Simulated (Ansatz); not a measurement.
AgSe2. The state is a doublet with charge 0. Geometry B3LYP-D4/def2-TZVP.

```xyz
3

Ag   -1.458   -0.335   -0.439
Se    1.086   -0.892   -0.161
Se    0.371    1.227    0.599
```

In the def2 sets Ag takes a core potential; there is no spin–orbit coupling. LC-ωPBE has ω = 0.4 bohr⁻¹. Another isomer (doublet) lies 0.09 eV lower at PBE0-D4/def2-TZVP; other spin states weren't run for this one.

Problem. Estimate the α-spin orbital energies around the gap (eV) in Ansatz with PBE-D4/def2-TZVP, r2SCAN-D4/def2-TZVP, PBE0-D4/def2-TZVP, LC-ωPBE/def2-TZVP.

Solution. 
| orbital | PBE-D4/def2-TZVP | r2SCAN-D4/def2-TZVP | PBE0-D4/def2-TZVP | LC-ωPBE/def2-TZVP |
| --- | --- | --- | --- | --- |
| HOMO−9 | -9.20 | -9.49 | -10.84 | -13.70 |
| HOMO−8 | -8.67 | -8.99 | -10.54 | -13.48 |
| HOMO−7 | -8.64 | -8.94 | -10.51 | -13.41 |
| HOMO−6 | -8.42 | -8.73 | -10.25 | -13.16 |
| HOMO−5 | -8.26 | -8.58 | -10.21 | -13.12 |
| HOMO−4 | -7.77 | -8.03 | -8.92 | -11.32 |
| HOMO−3 | -7.35 | -7.57 | -8.59 | -11.19 |
| HOMO−2 | -7.04 | -7.36 | -8.35 | -11.10 |
| HOMO−1 | -5.20 | -5.48 | -6.29 | -8.83 |
| HOMO | -4.82 | -4.97 | -5.78 | -8.13 |
| LUMO | -3.78 | -3.55 | -2.93 | -0.88 |
| LUMO+1 | -2.24 | -2.08 | -1.30 | 0.95 |
| LUMO+2 | -0.69 | -0.34 | -0.07 | 1.50 |
| LUMO+3 | -0.03 | 0.35 | 0.57 | 2.11 |
| LUMO+4 | 0.55 | 1.06 | 1.20 | 2.79 |
| LUMO+5 | 1.56 | 2.03 | 2.25 | 3.94 |
| β HOMO | -4.66 | -4.79 | -5.58 | -7.94 |
| β LUMO | -4.33 | -4.21 | -3.47 | -1.35 |
